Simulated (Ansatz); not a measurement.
Computed with r2SCAN-D4/def2-SVP (Ansatz, a program for electronic structure). No frequencies were computed at this level.

Ansatz 0.2 input:
```yaml
crystal:
  periodic: [false, false, false]
  atoms:
    - { symbol: Hf, position_ang: [0.125929, 0.191272, 0.407839] }
    - { symbol: O, position_ang: [1.06463, -0.313367, -1.126134] }
    - { symbol: H, position_ang: [1.086486, 0.352227, -1.822299] }
    - { symbol: O, position_ang: [-1.664216, -0.328126, 0.270366] }
    - { symbol: H, position_ang: [-2.065224, -0.368157, -0.604458] }
    - { symbol: O, position_ang: [-0.03576, 2.048619, 0.265413] }
    - { symbol: H, position_ang: [-0.941222, 2.377502, 0.237952] }
    - { symbol: S, position_ang: [1.409631, -0.656481, 2.258515] }
    - { symbol: H, position_ang: [2.352088, -1.089327, 1.415433] }
basis:
  gaussian: { orbitals: def2-svp }
hamiltonian:
  xc: r2scan
  dispersion: d4
relax:
  max_steps: 150
```

Output:

```
[...]
these checks for a lower state are left out or cut short: starts, cluster_reference, orbital_swaps, neighbouring_geometries, increment
1180 factors; their error is unknown
mean field -18343.86789529 eV, -674.1247112318 hartree, gradient 2.1e-5 eV, S^2 0.000000; 0 other end points of the search recorded, 0 dependent functions left out
reference -18343.86792409 eV, -674.1247122902 hartree; 28, 28 occupied and 84, 84 virtual orbitals, 1180 factors
relax step   9: F+E_penalty+E_count = -18343.91395692 eV  Δ(F+E_penalty+E_count) = -1.050e-3 eV  max|allowed force component| = 1.416e-2 eV/Å  Δτ_max = 0.0316 Å  (30 SCF iters, accepted)
these checks for a lower state are left out or cut short: starts, cluster_reference, orbital_swaps, neighbouring_geometries, increment
1180 factors; their error is unknown
mean field -18343.86793324 eV, -674.1247126264 hartree, gradient 2.4e-5 eV, S^2 0.000000; 0 other end points of the search recorded, 0 dependent functions left out
reference -18343.86796204 eV, -674.1247136847 hartree; 28, 28 occupied and 84, 84 virtual orbitals, 1180 factors
relax step  10: F+E_penalty+E_count = -18343.91400066 eV  Δ(F+E_penalty+E_count) = -4.374e-5 eV  max|allowed force component| = 2.615e-2 eV/Å  Δτ_max = 0.0127 Å  (31 SCF iters, accepted)
these checks for a lower state are left out or cut short: starts, cluster_reference, orbital_swaps, neighbouring_geometries, increment
1180 factors; their error is unknown
mean field -18343.86892059 eV, -674.1247489109 hartree, gradient 1.9e-5 eV, S^2 0.000000; 0 other end points of the search recorded, 0 dependent functions left out
reference -18343.86894939 eV, -674.1247499690 hartree; 28, 28 occupied and 84, 84 virtual orbitals, 1180 factors
relax step  11: F+E_penalty+E_count = -18343.91503989 eV  Δ(F+E_penalty+E_count) = -1.039e-3 eV  max|allowed force component| = 1.531e-1 eV/Å  Δτ_max = 0.1505 Å  (31 SCF iters, accepted)
these checks for a lower state are left out or cut short: starts, cluster_reference, orbital_swaps, neighbouring_geometries, increment
1180 factors; their error is unknown
mean field evaluation 96: about -18343.9477 eV, gradient 2.6e-2 eV
mean field -18343.87016756 eV, -674.1247947360 hartree, gradient 6.8e-6 eV, S^2 0.000000; 0 other end points of the search recorded, 0 dependent functions left out
reference -18343.87019639 eV, -674.1247957956 hartree; 28, 28 occupied and 84, 84 virtual orbitals, 1180 factors
relax step  12: F+E_penalty+E_count = -18343.91623754 eV  Δ(F+E_penalty+E_count) = -1.198e-3 eV  max|allowed force component| = 2.015e-1 eV/Å  Δτ_max = 0.0524 Å  (30 SCF iters, accepted)
these checks for a lower state are left out or cut short: starts, cluster_reference, orbital_swaps, neighbouring_geometries, increment
1180 factors; their error is unknown
mean field -18343.87864346 eV, -674.1251062195 hartree, gradient 2.5e-5 eV, S^2 0.000000; 0 other end points of the search recorded, 0 dependent functions left out
reference -18343.87867250 eV, -674.1251072868 hartree; 28, 28 occupied and 84, 84 virtual orbitals, 1180 factors
relax step  13: F+E_penalty+E_count = -18343.92474317 eV  Δ(F+E_penalty+E_count) = -8.506e-3 eV  max|allowed force component| = 2.309e-2 eV/Å  Δτ_max = 0.1837 Å  (36 SCF iters, accepted)
these checks for a lower state are left out or cut short: starts, cluster_reference, orbital_swaps, neighbouring_geometries, increment
1180 factors; their error is unknown
mean field -18343.87756698 eV, -674.1250666597 hartree, gradient 2.0e-5 eV, S^2 0.000000; 0 other end points of the search recorded, 0 dependent functions left out
reference -18343.87759611 eV, -674.1250677303 hartree; 28, 28 occupied and 84, 84 virtual orbitals, 1180 factors
relax step  14: F+E_penalty+E_count = -18343.92370691 eV  Δ(F+E_penalty+E_count) = +1.036e-3 eV  max|allowed force component| = 4.661e-1 eV/Å  Δτ_max = 0.1443 Å  (31 SCF iters, rejected (line search))
these checks for a lower state are left out or cut short: starts, cluster_reference, orbital_swaps, neighbouring_geometries, increment
1180 factors; their error is unknown
mean field -18343.88166115 eV, -674.1252171178 hartree, gradient 1.1e-5 eV, S^2 0.000000; 0 other end points of the search recorded, 0 dependent functions left out
reference -18343.88169025 eV, -674.1252181872 hartree; 28, 28 occupied and 84, 84 virtual orbitals, 1180 factors
relax step  15: F+E_penalty+E_count = -18343.92777597 eV  Δ(F+E_penalty+E_count) = -3.033e-3 eV  max|allowed force component| = 2.048e-2 eV/Å  Δτ_max = 0.0722 Å  (31 SCF iters, accepted)
these checks for a lower state are left out or cut short: starts, cluster_reference, orbital_swaps, neighbouring_geometries, increment
1180 factors; their error is unknown
mean field evaluation 128: about -18343.8840 eV, gradient 6.7e-4 eV
mean field -18343.88401799 eV, -674.1253037301 hartree, gradient 2.3e-5 eV, S^2 0.000000; 0 other end points of the search recorded, 0 dependent functions left out
reference -18343.88404713 eV, -674.1253048007 hartree; 28, 28 occupied and 84, 84 virtual orbitals, 1180 factors
relax step  16: F+E_penalty+E_count = -18343.93013464 eV  Δ(F+E_penalty+E_count) = -2.359e-3 eV  max|allowed force component| = 2.302e-1 eV/Å  Δτ_max = 0.0958 Å  (30 SCF iters, accepted)
these checks for a lower state are left out or cut short: starts, cluster_reference, orbital_swaps, neighbouring_geometries, increment
1180 factors; their error is unknown
mean field -18343.88945821 eV, -674.1255036544 hartree, gradient 9.1e-6 eV, S^2 0.000000; 0 other end points of the search recorded, 0 dependent functions left out
reference -18343.88948740 eV, -674.1255047269 hartree; 28, 28 occupied and 84, 84 virtual orbitals, 1180 factors
relax step  17: F+E_penalty+E_count = -18343.93557720 eV  Δ(F+E_penalty+E_count) = -5.443e-3 eV  max|allowed force component| = 8.437e-2 eV/Å  Δτ_max = 0.1500 Å  (32 SCF iters, accepted)
these checks for a lower state are left out or cut short: starts, cluster_reference, orbital_swaps, neighbouring_geometries, increment
1180 factors; their error is unknown
mean field -18343.88780813 eV, -674.1254430151 hartree, gradient 1.2e-5 eV, S^2 0.000000; 0 other end points of the search recorded, 0 dependent functions left out
reference -18343.88783731 eV, -674.1254440874 hartree; 28, 28 occupied and 84, 84 virtual orbitals, 1180 factors
relax step  18: F+E_penalty+E_count = -18343.93395618 eV  Δ(F+E_penalty+E_count) = +1.621e-3 eV  max|allowed force component| = 1.998e-1 eV/Å  Δτ_max = 0.0447 Å  (32 SCF iters, rejected (line search))
these checks for a lower state are left out or cut short: starts, cluster_reference, orbital_swaps, neighbouring_geometries, increment
1180 factors; their error is unknown
mean field -18343.89018495 eV, -674.1255303615 hartree, gradient 2.4e-5 eV, S^2 0.000000; 0 other end points of the search recorded, 0 dependent functions left out
reference -18343.89021413 eV, -674.1255314340 hartree; 28, 28 occupied and 84, 84 virtual orbitals, 1180 factors
relax step  19: F+E_penalty+E_count = -18343.93631627 eV  Δ(F+E_penalty+E_count) = -7.391e-4 eV  max|allowed force component| = 1.917e-2 eV/Å  Δτ_max = 0.0218 Å  (29 SCF iters, accepted)
these checks for a lower state are left out or cut short: starts, cluster_reference, orbital_swaps, neighbouring_geometries, increment
1180 factors; their error is unknown
mean field -18343.89064016 eV, -674.1255470903 hartree, gradient 9.3e-6 eV, S^2 0.000000; 0 other end points of the search recorded, 0 dependent functions left out
reference -18343.89066937 eV, -674.1255481636 hartree; 28, 28 occupied and 84, 84 virtual orbitals, 1180 factors
relax step  20: F+E_penalty+E_count = -18343.93677615 eV  Δ(F+E_penalty+E_count) = -4.599e-4 eV  max|allowed force component| = 1.846e-1 eV/Å  Δτ_max = 0.0994 Å  (31 SCF iters, accepted)
these checks for a lower state are left out or cut short: starts, cluster_reference, orbital_swaps, neighbouring_geometries, increment
1180 factors; their error is unknown
mean field evaluation 160: about -18343.9695 eV, gradient 2.8e-3 eV
mean field -18343.89142027 eV, -674.1255757589 hartree, gradient 2.3e-5 eV, S^2 0.000000; 0 other end points of the search recorded, 0 dependent functions left out
reference -18343.89144948 eV, -674.1255768323 hartree; 28, 28 occupied and 84, 84 virtual orbitals, 1180 factors
relax step  21: F+E_penalty+E_count = -18343.93757445 eV  Δ(F+E_penalty+E_count) = -7.983e-4 eV  max|allowed force component| = 4.276e-2 eV/Å  Δτ_max = 0.0122 Å  (30 SCF iters, accepted)
these checks for a lower state are left out or cut short: starts, cluster_reference, orbital_swaps, neighbouring_geometries, increment
1180 factors; their error is unknown
mean field -18343.89220700 eV, -674.1256046704 hartree, gradient 1.1e-5 eV, S^2 0.000000; 0 other end points of the search recorded, 0 dependent functions left out
reference -18343.89223620 eV, -674.1256057437 hartree; 28, 28 occupied and 84, 84 virtual orbitals, 1180 factors
relax step  22: F+E_penalty+E_count = -18343.93834862 eV  Δ(F+E_penalty+E_count) = -7.742e-4 eV  max|allowed force component| = 1.029e-2 eV/Å  Δτ_max = 0.0384 Å  (31 SCF iters, accepted)
these checks for a lower state are left out or cut short: starts, cluster_reference, orbital_swaps, neighbouring_geometries, increment
1180 factors; their error is unknown
mean field -18343.89160239 eV, -674.1255824514 hartree, gradient 2.4e-5 eV, S^2 0.000000; 0 other end points of the search recorded, 0 dependent functions left out
reference -18343.89163158 eV, -674.1255835242 hartree; 28, 28 occupied and 84, 84 virtual orbitals, 1180 factors
relax step  23: F+E_penalty+E_count = -18343.93775294 eV  Δ(F+E_penalty+E_count) = +5.957e-4 eV  max|allowed force component| = 1.863e-1 eV/Å  Δτ_max = 0.0091 Å  (31 SCF iters, rejected (line search))
these checks for a lower state are left out or cut short: starts, cluster_reference, orbital_swaps, neighbouring_geometries, increment
1180 factors; their error is unknown
mean field -18343.89224819 eV, -674.1256061841 hartree, gradient 2.4e-5 eV, S^2 0.000000; 0 other end points of the search recorded, 0 dependent functions left out
reference -18343.89227739 eV, -674.1256072574 hartree; 28, 28 occupied and 84, 84 virtual orbitals, 1180 factors
relax step  24: F+E_penalty+E_count = -18343.93839300 eV  Δ(F+E_penalty+E_count) = -4.438e-5 eV  max|allowed force component| = 5.353e-3 eV/Å  Δτ_max = 0.0045 Å  (32 SCF iters, accepted)
these checks for a lower state are left out or cut short: starts, cluster_reference, orbital_swaps, neighbouring_geometries, increment
1180 factors; their error is unknown
mean field evaluation 192: about -18343.8924 eV, gradient 7.9e-6 eV
mean field -18343.89235850 eV, -674.1256102382 hartree, gradient 7.9e-6 eV, S^2 0.000000; 0 other end points of the search recorded, 0 dependent functions left out
reference -18343.89238772 eV, -674.1256113117 hartree; 28, 28 occupied and 84, 84 virtual orbitals, 1180 factors
relax step  25: F+E_penalty+E_count = -18343.93850753 eV  Δ(F+E_penalty+E_count) = -1.145e-4 eV  max|allowed force component| = 3.320e-2 eV/Å  Δτ_max = 0.0395 Å  (30 SCF iters, accepted)
these checks for a lower state are left out or cut short: starts, cluster_reference, orbital_swaps, neighbouring_geometries, increment
1180 factors; their error is unknown
mean field -18343.89240424 eV, -674.1256119189 hartree, gradient 2.4e-5 eV, S^2 0.000000; 0 other end points of the search recorded, 0 dependent functions left out
reference -18343.89243345 eV, -674.1256129924 hartree; 28, 28 occupied and 84, 84 virtual orbitals, 1180 factors
relax step  26: F+E_penalty+E_count = -18343.93855357 eV  Δ(F+E_penalty+E_count) = -4.604e-5 eV  max|allowed force component| = 1.109e-2 eV/Å  Δτ_max = 0.0042 Å  (32 SCF iters, accepted)
these checks for a lower state are left out or cut short: starts, cluster_reference, orbital_swaps, neighbouring_geometries, increment
1180 factors; their error is unknown
mean field -18343.89241792 eV, -674.1256124216 hartree, gradient 2.4e-5 eV, S^2 0.000000; 0 other end points of the search recorded, 0 dependent functions left out
reference -18343.89244713 eV, -674.1256134952 hartree; 28, 28 occupied and 84, 84 virtual orbitals, 1180 factors
relax step  27: F+E_penalty+E_count = -18343.93856768 eV  Δ(F+E_penalty+E_count) = -1.411e-5 eV  max|allowed force component| = 6.298e-4 eV/Å  Δτ_max = 0.0043 Å  (32 SCF iters, accepted)
1180 factors; their error is unknown
mean field evaluation 224: about -18343.8924 eV, gradient 2.6e-3 eV
mean field -18343.89241792 eV, -674.1256124216 hartree, gradient 2.4e-5 eV, S^2 0.000000; 1 other end points of the search recorded, 0 dependent functions left out
reference -18343.89244713 eV, -674.1256134952 hartree; 28, 28 occupied and 84, 84 virtual orbitals, 1180 factors
Total energy: -18343.93859689 eV, -674.1273094675 hartree
Atom 0 at     0.006266     0.185285     0.125845 Å, force    -0.000187    -0.000462     0.000466 eV/Å
Atom 1 at     1.057626    -0.021201    -1.475246 Å, force    -0.000040    -0.000017    -0.000089 eV/Å
Atom 2 at     1.530258    -0.128354    -2.299983 Å, force    -0.000026     0.000014    -0.000414 eV/Å
Atom 3 at    -1.715040    -0.663036    -0.004038 Å, force     0.000345     0.000183    -0.000153 eV/Å
Atom 4 at    -2.598536    -0.978936    -0.194144 Å, force     0.000046    -0.000074     0.000108 eV/Å
Atom 5 at    -0.123332     2.060324     0.548901 Å, force    -0.000120    -0.000026     0.000024 eV/Å
Atom 6 at    -0.240032     2.990822     0.737604 Å, force     0.000293     0.000025     0.000062 eV/Å
Atom 7 at     1.145563    -0.987995     1.994449 Å, force    -0.000630    -0.000160    -0.000307 eV/Å
Atom 8 at     2.269568    -0.242748     1.869238 Å, force     0.000319     0.000517     0.000303 eV/Å
Dipole moment:    -0.221081     0.433344    -0.575192 e Å
```

Cost: about 3 core-minutes (a rough figure).
